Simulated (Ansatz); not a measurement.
A geometry relaxed with B3LYP-D3(BJ)/def2-TZVP in Ansatz (a quantum-chemistry and plane-wave program), charge 0, multiplicity 2:

```xyz
3

In    -0.0044     0.6801     0.0000
F      1.6944    -0.3292     0.0000
F     -1.6900    -0.3510     0.0000
```

Task: Write the SMILES of this molecule.

Result: `[F][In][F]`
